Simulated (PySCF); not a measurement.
C7H6FN.
SMILES: `Cc1ncc2c(c1F)C2`

Computed geometry: GFN2-xTB, gas phase.

Take the most abundant isotopes and a rigid rotor. 

Give the principal moments of inertia and the rotational constants in MHz.

Ia = 185.09, Ib = 291.48, Ic = 470.11 u·Å²; 505379 MHz·u·Å²/I gives A = 2731, B = 1734, C = 1075 MHz.

What kind of rotor is it?

An asymmetric top: κ = (2 × 1734 − 2731 − 1075)/(2731 − 1075) = -0.20.

What does the inertial defect say?

Not planar: Δ = Ic − Ia − Ib = -6.46 u·Å². For a rigid frame Δ = −2 Σ m c², so Σ m c² = 3.23 u·Å² lies off the ab plane, practically all of it from hydrogen. The atom farthest from that plane is 0.91 Å away.

Give the other two planar moments, Paa and Pbb, and the rms extents of the mass along the axes.

Paa = Σ m a² = (Ib + Ic − Ia)/2 = 288.25 and Pbb = Σ m b² = (Ia + Ic − Ib)/2 = 181.86 u·Å². With the mass M = 123.05 u, the rms extents √(P/M) along a, b and c are 1.53, 1.22, 0.16 Å.

Whether it is a minimum is left open (no frequencies). Zero-point vibration and centrifugal distortion are left out.
